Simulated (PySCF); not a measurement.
This PySCF input asks for the NMR shieldings of SMILES [C@H]1(NC)C=CC[SiH2]1, C5H11NSi; the geometry comes from GFN2-xTB.

```python
import basis_set_exchange as bse
import numpy as np
from pyscf import gto, dft
from pyscf.prop import nmr

atoms = """
C     2.666926   -0.316986   -0.165545
N     1.383185   -0.714970    0.374870
C     0.364672    0.331888    0.383119
C    -0.220523    0.630856   -0.973838
C    -1.519620    0.469971   -1.158335
C    -2.377796    0.038892   -0.005918
Si   -1.151841   -0.183142    1.442746
H     3.049793    0.512695    0.430140
H     3.357682   -1.155070   -0.075429
H     2.641499   -0.001409   -1.218492
H     1.029399   -1.517712   -0.136908
H     0.853791    1.230592    0.775521
H     0.443682    0.937420   -1.770178
H    -1.997010    0.647462   -2.112804
H    -2.918747   -0.873091   -0.265943
H    -3.139743    0.796307    0.187344
H    -1.423748    0.738160    2.548806
H    -1.050360   -1.565545    1.909193
"""
names = dict.fromkeys(["C", "N", "Si", "H"], "pcSseg-1")
basis = {el: gto.basis.parse(bse.get_basis(n, elements=[el], fmt="nwchem")) for el, n in names.items()}
mol = gto.M(atom=atoms, basis=basis, charge=0, verbose=0)
mf = dft.RKS(mol, xc="PBE0")
mf.grids.level = 2
mf.grids.alignment = dft.numint.BLKSIZE   # the property module wants whole blocks of grid points
mf.conv_tol = 1e-9
mf.kernel()

calc = nmr.RKS(mf)   # GIAO
C = mf.mo_coeff
Co = C[:, mf.mo_occ > 0]
resp = mf.gen_response(singlet=True, hermi=2)
def vind(x):   # induced exchange potential for any number of trial vectors
    d = np.einsum("pi,xij,qj->xpq", C, 2 * x.reshape(-1, C.shape[1], Co.shape[1]), Co, optimize=True)
    return np.einsum("xpq,pi,qj->xij", resp(d - d.transpose(0, 2, 1)), C, Co, optimize=True).ravel()
mo1, _ = nmr.rhf.solve_mo1(calc, with_cphf=vind)
sigma = calc.kernel(mo1)
for i, s in enumerate(sigma):   # ppm
    w = np.linalg.eigvalsh((s + s.T) / 2)
    print("%2d %-2s iso %8.1f  s11 %8.1f  s22 %8.1f  s33 %8.1f" % (i, mol.atom_pure_symbol(i), w.mean(), *w))
```

Q: Give the expected output.

A: 
```
 0 C  iso    146.9  s11    124.5  s22    131.7  s33    184.5
 1 N  iso    210.8  s11    176.0  s22    202.7  s33    253.6
 2 C  iso    129.2  s11    103.7  s22    128.1  s33    155.7
 3 C  iso     47.6  s11    -68.3  s22     57.7  s33    153.3
 4 C  iso     47.9  s11    -58.3  s22     60.9  s33    141.0
 5 C  iso    171.7  s11    159.2  s22    160.4  s33    195.5
 6 Si iso    379.5  s11    335.3  s22    376.6  s33    426.6
 7 H  iso     29.4  s11     25.4  s22     27.5  s33     35.3
 8 H  iso     28.9  s11     24.4  s22     26.4  s33     35.9
 9 H  iso     28.7  s11     23.4  s22     27.5  s33     35.1
10 H  iso     32.0  s11     23.3  s22     34.0  s33     38.9
11 H  iso     28.5  s11     25.7  s22     28.2  s33     31.6
12 H  iso     25.1  s11     22.5  s22     24.5  s33     28.2
13 H  iso     25.6  s11     23.2  s22     26.2  s33     27.5
14 H  iso     30.0  s11     25.9  s22     27.1  s33     37.1
15 H  iso     30.2  s11     25.8  s22     27.3  s33     37.5
16 H  iso     27.3  s11     24.0  s22     25.0  s33     32.9
17 H  iso     27.7  s11     24.3  s22     26.1  s33     32.6
```

These numbers come from an equivalent density-fitted implementation of the same equations, which agrees with the script to about 0.01 ppm for H and up to a few tenths of a ppm for heavy atoms, so last digits may differ.

Q: Turn these shieldings into chemical shifts. Chemical shifts δ = σref − σ; 13C (σref 186.93) and 29Si (σref 349.16) and 1H (σref 31.72) against TMS; 15N (σref 267.73) vs NH3, all at this level.

A: Averaging equivalent atoms: C 3: 139.4; C 4: 139.1; C 2: 57.8; C 0: 40.0; C 5: 15.2; N 1: 57.0; Si 6: -30.3; H 12: 6.64; H 13: 6.08; H 16: 4.42; H 17: 4.07; H 11: 3.21; H 7/8/9: 2.72; H 14: 1.69; H 15: 1.55; H 10: -0.33 ppm. Experimental scales use liquid or dissolved standards, which lie at an offset from isolated NH3 (liquid NH3: subtract about 20 ppm).

Size and cost of the density-fitted run: 181 basis functions, 52 s wall time on 1 thread of an Arm Neoverse N1, shared host; peak memory 0.82 GiB.
